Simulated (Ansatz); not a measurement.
A run on C3H6BN with other settings.

```yaml
crystal:
  periodic: [false, false, false]
  atoms:
    - {symbol: B, position_ang: [-0.068162, 1.134506, 1.264985]}
    - {symbol: C, position_ang: [-0.555908, -0.299167, 0.707705]}
    - {symbol: C, position_ang: [-0.037779, 0.883123, -0.328683]}
    - {symbol: C, position_ang: [0.273250, -0.468454, -0.392966]}
    - {symbol: N, position_ang: [0.677712, -1.393222, -1.245715]}
    - {symbol: H, position_ang: [-0.929216, 1.871285, 1.674833]}
    - {symbol: H, position_ang: [1.003379, 1.142583, 1.809917]}
    - {symbol: H, position_ang: [-1.514245, -0.809654, 0.779994]}
    - {symbol: H, position_ang: [-0.551785, 1.386530, -1.145148]}
    - {symbol: H, position_ang: [1.153773, -1.136709, -2.091760]}
    - {symbol: H, position_ang: [0.614283, -2.367821, -1.012562]}
basis:
  gaussian: {orbitals: aug-pcseg-2, fitting: {mean_field: cc-pVTZ-jkfit}, final_grid: {core_spheres: 5, valence_spheres: 4, degree: 11}, nuclear_model: gaussian}
total_charge: 1
magnetization: {spin_polarized: true, initial_magnetization: 1}
hamiltonian: {xc: {name: revPBE0}}
```

```sh
$ ansatz run in.yaml --threads 2 --pin off --events-out ev --progress --plain --max-ram 4352MiB
```

It prints (some lines left out):

```
Functional definition: revPBE0
575 factors; integrals over basis functions are off by at most 7.8e-1 eV
mean field evaluation 1: about -5348.7818 eV, gradient 5.6e1 eV
mean field evaluation 2: about -5340.3130 eV, gradient 6.7e1 eV
mean field evaluation 4: about -5363.1206 eV, gradient 6.7e0 eV
mean field evaluation 8: about -5363.4093 eV, gradient 1.2e0 eV
mean field evaluation 16: about -5363.4138 eV, gradient 8.4e-4 eV
mean field -5363.41379902 eV, -197.1018216614 hartree, gradient 1.7e-5 eV, S^2 0.760148; 2 other end points of the search recorded, 0 dependent functions left out
reference -5363.41383976 eV, -197.1018231585 hartree; 18, 17 occupied and 350, 351 virtual orbitals, 575 factors
Total energy: -5363.41383976 eV, -197.1018231585 hartree
```

It took 15 s on 2 threads of an Intel Xeon 6975P-C on a shared host, with 0.76 GiB of host memory at the peak.
